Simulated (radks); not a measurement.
Results of a calculation; reference values are marked as such.
All-electron atom: Ne2+ in [He] 2s2 2p4. Level of theory: scalar-relativistic Kohn-Sham, PBE, spin-polarised, spherical densities, finite nucleus; open shells are filled with parallel spins first; Fermi nuclear charge, rms radius 3.0055 fm (a radial shooting solver on a logarithmic mesh with Libxc functionals).

Normalised radial functions P(r) = r R(r), r in bohr:

r	1s down	2s up	2s down
0.01385	0.7384	0.1897	0.1859
0.01537	0.8068	0.2072	0.2030
0.01706	0.8800	0.2258	0.2213
0.01893	0.9581	0.2457	0.2407
0.02083	1.0345	0.2651	0.2597
0.02312	1.1217	0.2871	0.2813
0.02565	1.2133	0.3101	0.3038
0.02846	1.3087	0.3339	0.3271
0.03133	1.3997	0.3563	0.3491
0.03477	1.5005	0.3810	0.3733
0.03858	1.6027	0.4055	0.3973
0.0428	1.7048	0.4295	0.4208
0.04712	1.7976	0.4507	0.4415
0.05228	1.8948	0.4718	0.4622
0.05801	1.9863	0.4904	0.4804
0.06437	2.0696	0.5054	0.4950
0.07085	2.1368	0.5151	0.5045
0.07862	2.1965	0.5200	0.5092
0.08724	2.2395	0.5178	0.5070
0.0968	2.2630	0.5071	0.4964
0.1066	2.2650	0.4884	0.4780
0.1182	2.2435	0.4574	0.4475
0.1312	2.1957	0.4138	0.4046
0.1456	2.1208	0.3565	0.3483
0.1602	2.0275	0.2908	0.2838
0.1778	1.9016	0.2052	0.1998
0.1973	1.7524	0.1050	0.1014
0.2189	1.5838	-0.0091	-0.0106
0.241	1.4156	-0.1253	-0.1246
0.2674	1.2254	-0.2606	-0.2572
0.2967	1.0337	-0.4023	-0.3961
0.3292	0.8476	-0.5461	-0.5369
0.3624	0.6865	-0.6762	-0.6644
0.4021	0.5287	-0.8089	-0.7946
0.4461	0.3923	-0.9267	-0.9110
0.495	0.2794	-1.0238	-1.0075
0.5449	0.1961	-1.0902	-1.0743
0.6046	0.1274	-1.1330	-1.1186
0.6709	0.0783	-1.1431	-1.1313
0.7444	0.0453	-1.1199	-1.1115
0.8195	0.0257	-1.0703	-1.0659
0.9093	0.0130	-0.9898	-0.9900
1.009	0.0061	-0.8869	-0.8919
1.119	0.0026	-0.7688	-0.7783
1.232	0.0011	-0.6532	-0.6662
1.367	0.0004	-0.5282	-0.5439
1.517	0.0001	-0.4105	-0.4275
1.684	0.0000	-0.3057	-0.3225
1.853	0.0000	-0.2235	-0.2389
2.056	0.0000	-0.1516	-0.1646
2.282	0.0000	-0.0972	-0.1074
2.532	0.0000	-0.0586	-0.0659
2.787	0.0000	-0.0345	-0.0396
3.092	0.0000	-0.0181	-0.0212

1s down: eigenvalue -879.96 eV, 0 radial nodes, <r> = 0.158 bohr, 90 % of the charge inside 0.282 bohr. 2s up: eigenvalue -80.038 eV, 1 radial node at r = 0.217 bohr, <r> = 0.824 bohr, 90 % of the charge inside 1.30 bohr. 2s down: eigenvalue -75.382 eV, 1 radial node at r = 0.217 bohr, <r> = 0.838 bohr, 90 % of the charge inside 1.33 bohr.
